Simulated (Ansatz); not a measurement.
This geometry of BF2H + ClH (6 atoms, charge 0, multiplicity 1) is a first-order saddle point.

These are results of Ansatz, RKS BLYP-D4/def2-SVP, not measurements.

```xyz
6
Properties=species:S:1:pos:R:3
B 0.011 -0.194 0.088
H 0.007 0.191 1.381
F 1.165 0.130 -0.500
F -1.165 0.064 -0.488
Cl 0.072 -2.255 0.655
H 0.037 -0.859 1.424
```

Task: Which two structures does it join? (They come from a converged band through this point; their orientation in space is the band's.)

Result: Bonds broken: B1–H2, Cl5–H6. Bonds formed: B1–Cl5, H2–H6. BF2H + ClH becomes BClF2 + H2.

First end point:

```xyz
6
Properties=species:S:1:pos:R:3
B -0.009 0.382 -0.104
H -0.013 0.710 1.059
F 1.131 0.282 -0.777
F -1.147 0.214 -0.766
Cl 0.084 -2.542 0.990
H 0.082 -1.971 2.158
```

Last end point:

```xyz
6
Properties=species:S:1:pos:R:3
B 0.019 -0.599 -0.543
H 0.001 0.327 2.319
F 1.143 0.090 -0.679
F -1.141 0.030 -0.659
Cl 0.068 -2.334 -0.231
H 0.039 -0.438 2.353
```

Task: How far does it lie above each of them?

Result: 0.97 eV above the first and 1.57 eV above the second. This is the barrier of this one path; another mechanism may lie lower. The orbitals stay closed-shell, which can raise the energy where a bond breaks towards radicals; this wasn't checked here.

Run time: 3.3 min on 1 thread of Arm Neoverse V1, with other jobs on the host, peak memory 0.12 GiB.
